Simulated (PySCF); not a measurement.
B3LYP has the VWN-RPA correlation part, as in Gaussian. Excitations are Tamm–Dancoff values on a coarser integration grid. The basis has no diffuse functions, so Rydberg states are missing or too high.

HF₃Ge, SMILES `[F][GeH]([F])[F]` (charge 0, multiplicity 1)

All values below come from B3LYP-D3(BJ)/def2-TZVP (PySCF).

```yaml
HOMO: -11.13 eV
dipole_moment: 2.50 D
LUMO: -1.02 eV
HOMO–LUMO gap: 10.11 eV
S1 excitation (TDA): 9.12 eV
S1 oscillator strength: 0.000
brightest of the four lowest singlets (TDA): 9.38 eV
T1 excitation (TDA): 7.89 eV
S1–T1 gap (TDA): 1.23 eV
total_energy: -2377.4363 Ha
cost: roughly 100 core-seconds
```

Bonds (Å): F1–Ge2 1.718, Ge2–F3 1.718, Ge2–F4 1.718, Ge2–H5 1.517. Angles (°): F1–Ge2–F3 106.4, F1–Ge2–F4 106.4, F1–Ge2–H5 112.4, F3–Ge2–F4 106.4, F3–Ge2–H5 112.4, F4–Ge2–H5 112.4.
